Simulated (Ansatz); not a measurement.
`O[SiH](O)[Si](F)(Cl)Cl` and `F[Si](F)(Cl)Cl` differ in one atom or group.

Ansatz, PBE0-D4/def2-TZVP geometries, multiplicity 1. Each molecule was computed in one conformer, which needn't be the lowest.

| property | `O[SiH](O)[Si](F)(Cl)Cl` |
| --- | --- |
| LUMO energy (PBE0/def2-TZVPP) / eV | -0.65 |
| HOMO–LUMO gap (PBE0/def2-TZVPP) / eV | 7.56 |
| LUMO energy (B3LYP/def2-TZVPP) / eV | -0.83 |
| HOMO–LUMO gap (PBE/def2-TZVPP) / eV | 5.41 |
| HOMO energy (ωB97M-V/def2-TZVPP) / eV | -10.27 |
| size of the dipole moment (B3LYP/def2-TZVPP) / D | 3.50 |

Problem. What does the change do to each property? (Best estimate.)

Solution. The calculation gave: 
```tsv
property	`F[Si](F)(Cl)Cl`	shift
LUMO energy (PBE0/def2-TZVPP) / eV	0.12	0.77
HOMO–LUMO gap (PBE0/def2-TZVPP) / eV	10.04	2.48
LUMO energy (B3LYP/def2-TZVPP) / eV	-0.18	0.65
HOMO–LUMO gap (PBE/def2-TZVPP) / eV	7.50	2.09
HOMO energy (ωB97M-V/def2-TZVPP) / eV	-12.17	-1.90
size of the dipole moment (B3LYP/def2-TZVPP) / D	0.69	-2.81
```

With PBE0 the HOMO falls by 1.72 eV and the LUMO rises by 0.77 eV, so the gap widens by about 2.49 eV. PBE moves the HOMO by -1.55 eV and ωB97M-V by -1.90 eV. Dipoles are sizes alone; their direction can turn.

B3LYP here is the variant with VWN-RPA as its local correlation; programs differ in this.
